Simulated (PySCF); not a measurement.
# Bonds of As to H, F, Br, O, N

PBE in PySCF with def2-TZVPPD on every atom, for the lowest determinant that a PBE0 search found; no spin–orbit coupling. D0 is De less the harmonic zero-point energy.

```csv
X,state of AsX,D0(AsX) (eV),D0(X₂) (eV)
H,triplet (π ↑↑),2.83,4.27
F,triplet (π ↑↑),4.60,2.22
Br,triplet (π ↑↑),3.09,2.48
O,doublet (π ↑),5.49,6.13
N,singlet (closed shell),5.47,10.42
```

Problem. Give the energy of As + X₂ → AsX + X at 0 K for each X.

Solution. H: 4.27 − 2.83 = +1.44 eV; F: 2.22 − 4.60 = -2.38 eV; Br: 2.48 − 3.09 = -0.61 eV; O: 6.13 − 5.49 = +0.64 eV; N: 10.42 − 5.47 = +4.95 eV (PBE/def2-TZVPPD; negative means exothermic).

Problem. Does an atom of N displace H from AsH?

Solution. AsH + N → AsN + H has ΔE = 2.83 − 5.47 = -2.64 eV at PBE/def2-TZVPPD, so it is downhill.

Gas-phase diatomics only hint at surface chemistry, where an atom holds several bonds.

Spin–orbit coupling is left out. States were picked by a PBE0 search and need not be the measured ground states.
